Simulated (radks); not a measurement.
Initial-state core-level shifts of the niobium ion Nb+ when its valence configuration changes from [Kr] 4d4. Calculated with a radial shooting solver on a logarithmic mesh with Libxc functionals: non-relativistic Kohn-Sham, TPSS, spin-unpolarised, spherical densities, point nucleus; meta-GGA in the generalised Kohn-Sham scheme; relativity is left out, which matters for an element this heavy. Shifts are changes of the shell-averaged eigenvalues in eV (positive: less bound); the change of the density at the nucleus, which sets a Mossbauer isomer shift, is in e/bohr^3, on a base of 4.802e+04.

| valence | 1s | 2s | 3d | 4p | density at nucleus |
|---|---|---|---|---|---|
| 4d3 5p1 | -4.560 | -4.763 | -4.725 | -4.259 | +1.187 |
| 4d2 5p2 | -9.570 | -10.049 | -9.927 | -8.717 | +2.946 |
| 5p4 | -20.572 | -21.809 | -21.341 | -17.764 | +8.085 |
| 4d3 5s1 | -3.439 | -3.667 | -3.618 | -3.147 | +7.933 |
| 4d3 5s0.5 5p0.5 | -4.002 | -4.217 | -4.174 | -3.706 | +4.594 |
| 4d3.5 5p0.5 | -2.205 | -2.297 | -2.283 | -2.085 | +0.519 |
| 4d1 5s1 5p2 | -13.868 | -14.699 | -14.431 | -12.247 | +13.583 |
| 4d3.5 5s0.5 | -1.646 | -1.753 | -1.733 | -1.524 | +3.721 |
| 4d2.5 5s1 5p0.5 | -5.914 | -6.266 | -6.182 | -5.392 | +9.125 |
